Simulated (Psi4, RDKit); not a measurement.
Internal rotation in SMILES O=C[SiH2]O[SiH3]. Scanned: dihedral O1–C2–Si3–O4; all other coordinates were relaxed at GFN2-xTB. Points at φ and −φ are mirror images. Heavy atoms are numbered in the order of the SMILES O=C[SiH2]O[SiH3], hydrogens after them in the order of the atoms that carry them; the mirror image has the same energies with the sign of each dihedral reversed. Each profile is relative to its own lowest point.

| φ / ° | A | B | C |
|---|---|---|---|
| -165 | 4.1 | 23.7 | 96.3 |
| -150 | 5.0 | 26.2 | 103.6 |
| -135 | 6.3 | 30.0 | 110.8 |
| -120 | 7.9 | 36.8 | 120.5 |
| -105 | 9.6 | 56.0 | 133.9 |
| -90 | 10.5 | 38.3 | 123.2 |
| -75 | 10.2 | 23.8 | 103.1 |
| -60 | 8.6 | 11.8 | 77.9 |
| -45 | 5.9 | 4.3 | 56.4 |
| -30 | 2.6 | 0.0 | 22.1 |
| -15 | 0.6 | 4.5 | 3.5 |
| 0 | 0.0 | 8.2 | 0.0 |
| 15 | 0.6 | 4.5 | 3.5 |
| 30 | 2.6 | 0.0 | 22.1 |
| 45 | 5.9 | 4.3 | 56.4 |
| 60 | 8.6 | 11.8 | 77.9 |
| 75 | 10.2 | 23.8 | 103.1 |
| 90 | 10.5 | 38.3 | 123.2 |
| 105 | 9.6 | 56.0 | 133.9 |
| 120 | 7.9 | 36.8 | 120.5 |
| 135 | 6.3 | 30.0 | 110.8 |
| 150 | 5.0 | 26.2 | 103.6 |
| 165 | 4.1 | 23.7 | 96.3 |
| 180 | 3.7 | 23.1 | 93.6 |

Energies in kJ/mol.

### Question
Which curve belongs to which method? The methods are MMFF94 // GFN2-xTB (RDKit); PBE/def2-TZVP // GFN2-xTB in Psi4 1.11; UFF // GFN2-xTB in RDKit.

### Answer
A is PBE/def2-TZVP; B is MMFF94; C is UFF.

MMFF94 has few fitted parameters for silicon.
